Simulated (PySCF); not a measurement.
**Spinor energies of Sr²⁵⁺ (strontium, charge +25)**

Start: [Ne] 3s2 3p1; 3p1/2 filled at m_j = +1/2. Calculated with PySCF 2.14 in an even-tempered Gaussian basis (19 s from 3.5 bohr⁻², ratio 2.4; 13 p from 4.5 bohr⁻², ratio 2.4; 5 d from 16 bohr⁻², ratio 2.6; 4 f from 24 bohr⁻², ratio 2.6): generalised Hartree-Fock with the X2C-1e Hamiltonian and a Gaussian nucleus; one run each with spin-orbit coupling (SO) switched off, then screened by Boettger's factors.

```csv
spinor shell,electrons,"ε, spin-free (eV)","ε, screened SO (eV)",weight of nominal j (screened SO),"rms radius, screened SO (bohr)"
1s1/2,2,-17388.6,-17387.2,1.000,0.0450
2s1/2,2,-3395.0,-3394.4,1.000,0.183
2p1/2,2,-3144.4,-3194.5,1.000,0.160
2p3/2,4,-3144.4,-3119.8,1.000,0.164
3s1/2,2,-1276.6,-1276.3,1.000,0.451
3p1/2,1,-1210.2,-1221.2,1.000,0.437
```

| quantity | spin-free | screened SO |
| --- | --- | --- |
| E (hartree) | -2757.24182 | -2757.86042 |
| M_J | 1/2 | 1/2 |
| ⟨J²⟩ | 1.087 | 0.752 |
| ⟨L²⟩ | 2.006 | 2.007 |
| ⟨S²⟩ | 0.752 | 0.753 |

Each row is a mean over spinors that exchange with the open shell spreads, by up to 8.084 eV (2p1/2).

Breit and QED terms are absent; they matter most for the inner s and p1/2 levels.

Densities and radii are taken from the X2C orbitals without a picture-change correction, which distorts them close to the nucleus.

Without spin-orbit coupling the j labels of p, d and f shells carry no meaning; the spin-free column gives the mean over the occupied spinors of each nl shell, and its ⟨J²⟩ belongs to a mixture of degenerate components.
